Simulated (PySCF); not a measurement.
H5GeMgN (SMILES [NH2][Mg][GeH3]), singlet, geometry from GFN2-xTB (such geometries of metal compounds can be far from the true shape). Base run: M062X/6-31G, TDA (PySCF).

Here is a job for PySCF.
```python
from pyscf import gto, scf, dft, tdscf

mol = gto.M(
    atom='''
Mg    0.26617056    1.22102758   -0.53707774
N    -0.81207045    2.12638915   -1.77237066
H    -1.24698601    3.03328076   -1.64154849
H    -0.70246454    2.03068423   -2.77718849
Ge    0.13463109   -0.93078152    0.63743613
H     0.84736679   -2.14739934    0.05188352
H     0.54759678   -1.14166926    2.09106185
H    -1.26326168   -1.52694284    0.72936278
''',
    basis='6-31g',
    verbose=4,
)

mf = dft.RKS(mol)
mf.xc = 'm062x'
mf.kernel()
td = mf.TDA()
td.nstates = 5
td.kernel()
td.analyze()
```

Each row names what was changed in the base input (with any setting that the change needs).

| change | first excitation (eV) | oscillator strength of the first | second (eV) | core-seconds (rough) |
|---|---|---|---|---|
| base | 4.14 | 0.071 | 4.62 | 50 |
| basis = def2-SVP | 4.17 | 0.069 | 4.69 | 70 |
| functional = hf | ___ | ___ | ___ | 3 |
| functional = bhandhlyp | 4.29 | 0.089 | 4.92 | 20 |
| nstates = 10 | 4.14 | 0.071 | 4.62 | 40 |
| conv_tol = 1e-3 | 4.14 | 0.071 | 4.62 | 20 |
| nstates = 15 | 4.14 | 0.071 | 4.62 | 50 |
| functional = blyp | ___ | 0.069 | ___ | 10 |
| nstates = 2 | 4.14 | 0.071 | 4.62 | 40 |
| guess vectors = 13 for 5 states | 4.14 | 0.071 | 4.62 | 40 |
| functional = camb3lyp | ___ | ___ | ___ | 30 |

### Question
What belongs in the gaps?

### Answer

- functional = hf, first excitation (eV): 5.16
- functional = hf, oscillator strength of the first: 0.081
- functional = hf, second (eV): 5.71
- functional = blyp, first excitation (eV): 3.33
- functional = blyp, second (eV): 3.81
- functional = camb3lyp, first excitation (eV): 4.11
- functional = camb3lyp, oscillator strength of the first: 0.085
- functional = camb3lyp, second (eV): 4.66

An iterative solver can miss low states, so a row lists the states that it found.
